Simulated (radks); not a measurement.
Question: All-electron atom: Dy2+ in [Xe] 4f8.5 6s0.5 6p1 (fractional occupations, a model configuration). Calculated with a radial shooting solver on a logarithmic mesh with Libxc functionals: non-relativistic Kohn-Sham, r2SCAN, spin-polarised, spherical densities, point nucleus; open shells are filled with parallel spins first (spin-orbit coupling, left out, can overturn this in heavy ions); meta-GGA in the generalised Kohn-Sham scheme; relativity is left out, which matters for an element this heavy. Some entries of the table are withheld. Estimate them.

orbital  occ.  eigenvalue (hartree)  r(max) (bohr)
1s up       1             -1848.464        0.01524
1s down     1             -1848.463        0.01524
2s up       1             -297.9087        0.08333
2s down     1             -297.9074        0.08333
2p up       3             -283.7754        0.06488
2p down     3             -283.7738        0.06488
3s up       1             -67.15995         0.2312
3s down     1             -67.01930         0.2311
3p up       3             -60.81121         0.2189
3p down     3             -60.68236         0.2187
3d up       5             -49.00738         0.1747
3d down     5             -48.91401         0.1745
4s up       1             -14.14685         0.5261
4s down     1             -13.89822         0.5260
4p up       3             -11.60518         0.5306
4p down     3             -11.35518         0.5305
4d up       5              -7.06545         0.5352
4d down     5              -6.81419         0.5353
5s up       1                   (1)            (2)
5s down     1                   (3)            (4)
5p up       3              -1.82168          1.313
5p down     3              -1.75240          1.336
4f up       7                   (5)         0.5223
4f down   1.5                   (6)         0.5250
6s up     0.5              -0.65696          3.080
6p up       1              -0.50187          3.490

Answer: 
(1) 5s up eigenvalue (hartree): -2.54364
(2) 5s up r(max) (bohr): 1.214
(3) 5s down eigenvalue (hartree): -2.45428
(4) 5s down r(max) (bohr): 1.232
(5) 4f up eigenvalue (hartree): -1.46052
(6) 4f down eigenvalue (hartree): -1.22534
